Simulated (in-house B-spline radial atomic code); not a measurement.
# One electron outside the [Ne] 3s2 3p6 core: V4+

Computed with an all-electron radial atomic-structure program (B-spline basis), no-pair Dirac-Coulomb Hamiltonian, finite nucleus. Rungs: frozen-core Dirac-Hartree-Fock (DHF); Brueckner orbitals from the second-order correlation potential; the same with the Coulomb interaction screened by the core and the hole-particle interaction summed; Breit and QED terms from differences of relaxed Dirac-Fock atoms, where computed. Partial waves beyond l = 6 are extrapolated. The tables show a selection of states; those near core-excited levels, with erratic corrections or far from their DHF start are never shown.

The lowest nd levels tend to come out too strongly bound in this method, by some 0.05 to 0.2 eV for each d electron where measurements exist, which shifts their lines and rates.

Command:
```bash
python run_mb.py task.json out
```
Settings (nuclear radius in fm, box in bohr, cutoff in hartree):
```
basis_form          2
Z                   23
core_configuration  [Ne] 3s2 3p6
rms_radius          3.6002
mass_number         51
speed_of_light      137.036
box_radius          42.24
lmax                6
intervals           68
virtual_cutoff      1058.0
```

Time taken, with all properties: 100 s on 1 thread of Arm Neoverse N1 (shared host).

Removal energies (eV):

```
state      DHF  second order  screened  Breit + QED    final
3d3/2  63.2369       65.7123   65.4927      0.00973  65.5025
3d5/2    63.16             ?         ?            ?        ?
4s1/2  45.9954             ?         ?            ?        ?
4p1/2  38.8997       39.7986   39.6758     -0.00908  39.6667
4p3/2  38.7458       39.6344   39.5134     -0.00483  39.5086
```

What does correlation do to 3d5/2?

It adds 2.464 eV to the removal energy in second order and 2.245 eV with screening; Breit and QED add 0.0191 eV, for a final 65.4245 eV.

What does correlation do to 4s1/2?

It adds 1.096 eV to the removal energy in second order and 0.9323 eV with screening; Breit and QED add -0.0122 eV, for a final 46.9155 eV.

How does the lowest state compare with the NIST ionisation energy?

3d3/2 is bound by 65.502 eV, without recoil; NIST lists 65.28165 ± 0.00017 eV (measured), a difference of +0.22 eV.

Electric-dipole lines from 3d3/2 (reduced matrix elements in atomic units, length form, static core polarisation, sign of DHF taken positive):

```csv
upper,DHF,+ core polarisation,+ Brueckner,λ (nm),A (s⁻¹)
4p1/2,0.755,0.7236,0.6942,47.989,4.42e+09
4p3/2,0.3341,0.3204,0.3073,47.697,4.41e+08
```

Magnetic hyperfine constants per unit nuclear g factor (MHz, nucleus as a uniformly magnetised ball; they apply to isotopes with nuclear spin):

```tsv
state	DHF	+ core polarisation	+ Brueckner
4s1/2	6520	7510	7957
4p1/2	1562	1812	1933
4p3/2	298.9	369	390.7
```

What is the static scalar polarisability of 3d3/2?

1.283 bohr³: 1.078 from the core and 0.2046 from the valence electron, Pauli blocking included.
